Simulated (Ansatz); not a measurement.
CaF2, charge -1, doublet, geometry from GFN2-xTB (such geometries of metal compounds can be far from the true shape) (a state made from the parent by changing its charge; the spin is typed, not shown lowest) (a gas-phase anion, which may not be bound at this level), atoms displaced at random by about 0.02 Å a coordinate. Base run: B3LYP/def2-SVP (Ansatz, a quantum-chemistry and plane-wave program).

Ansatz was given this input:
Ansatz 0.2 input:
```yaml
crystal:
  periodic: [false, false, false]
  atoms:
    - {symbol: Ca, position_ang: [0.03172972, 0.00995151, 0.00764476]}
    - {symbol: F, position_ang: [0.00165916, 0.00435950, 1.87626117]}
    - {symbol: F, position_ang: [-0.00251601, -0.01589076, -1.88136705]}
basis:
  gaussian:
    orbitals: def2-SVP
hamiltonian:
  xc: b3lyp
total_charge: -1
magnetization: {spin_polarized: true, initial_magnetization: 1}
relax: {}
```

Each row names what was changed in the base input (with any setting that the change needs).

```tsv
change	ΔE vs base (µEh)	optimiser steps	core-seconds (rough)
base	0.0	8	20
relax = f_tol: 0.1	108	7	10
relax = f_tol: 0.0005	-0.3	10	20
relax = max_displacement: 0.02	-0.3	37	70
relax = f_tol: 0.05	-0.1	8	10
relax = escape_saddle: false	0.0	8	20
relax = max_displacement: 0.5	-0.2	9	20
```

A gas-phase anion may not be bound at this level; its values then depend on the basis.
